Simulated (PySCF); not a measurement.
Stepwise substitution at one centre (B H-SiH3). All species are isolated molecules in the gas phase. Strings in code marks are SMILES.

Quantity: vertical ionisation energy (energy after one electron is removed minus that of the parent at the parent's geometry), in eV.

Level 1: B3LYP/6-31G* // B3LYP-D3(BJ)/def2-TZVP (PySCF)
Level 2: PBE/6-31G* // B3LYP-D3(BJ)/def2-TZVP (PySCF)
Level 3: minus the HOMO energy of HF/STO-3G // B3LYP-D3(BJ)/def2-TZVP (PySCF)
Level 4: minus the HOMO energy of SVWN5/6-31G* // B3LYP-D3(BJ)/def2-TZVP (PySCF)

```
species    level 2  level 3  level 4
---------  -------  -------  -------
`B`          12.88    12.59     8.28
`B[SiH3]`    10.59     9.58     7.13
```

### Question
What does level 1 give for each?

### Answer

- `B`: 13.12
- `B[SiH3]`: 10.78
